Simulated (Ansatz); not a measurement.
C2H4Br2 can be A, `CC(Br)Br`, or B, `BrCCBr`.

Program: Ansatz. Geometries: PBE0-D4/def2-TZVP. ΔE: electronic, gas phase. CBS: MP2 limit from def2 TZ/QZ plus the TZ coupled-cluster correction, frozen cores. DFT in def2-TZVPP. B3LYP here is the variant with VWN-RPA as its local correlation; programs differ in this. For Br outer-core shells are correlated without core-valence functions, which leaves a few kJ/mol of doubt a bond. Scalar relativity is left out up to krypton. Each species was taken in one conformer, which may not be the lowest.

A:

Z-matrix (Å, degrees):
```
C
C 1 1.502
H 1 1.090 2 110.9
H 1 1.092 2 109.6 3 120.2
H 1 1.092 2 109.6 3 -120.2
Br 2 1.940 1 111.0 3 61.9
Br 2 1.940 1 111.0 3 -61.9
H 2 1.085 1 113.1 3 -180.0
```

B:

```xyz
8

Br    1.0170    1.8353    0.9504
C     0.5681   -0.0031    0.4898
C    -0.5681    0.0031   -0.4898
Br   -1.0173   -1.8352   -0.9500
H     1.4683   -0.4469    0.0721
H     0.3059   -0.5007    1.4201
H    -1.4682    0.4471   -0.0723
H    -0.3057    0.5004   -1.4203
```

(1) Which isomer does CCSD(T)/CBS put lower? Give the gap. (An estimate is asked.)

(2) Give E(B) − E(A) in kcal/mol with PBE0-D4, ωB97M-V, HF/def2-TZVPP, B3LYP-D4, B2PLYP, MP2/def2-TZVPP, CCSD(T)/def2-TZVPP. (Estimate.)

Largest T1 diagnostic: 0.008.

Answers

(1) Computed: B, by 2.3 kcal/mol.

(2) The calculation gave: PBE0-D4 -2.5, ωB97M-V -2.4, HF/def2-TZVPP -5.3, B3LYP-D4 -2.5, B2PLYP -2.8, MP2/def2-TZVPP -1.8, CCSD(T)/def2-TZVPP -2.6. None reverses the order clearly.

The D4 term adds +0.7 kcal/mol with B3LYP and +0.3 kcal/mol with PBE0; it sums over pairs of atoms, weighted by their polarisabilities, and B3LYP, whose exchange is more repulsive, gets the larger term. In def2-TZVPP, CCSD(T) changes the Hartree–Fock value by +2.6 kcal/mol (the triples alone add +0.4 kcal/mol) and MP2 by +3.5 kcal/mol.
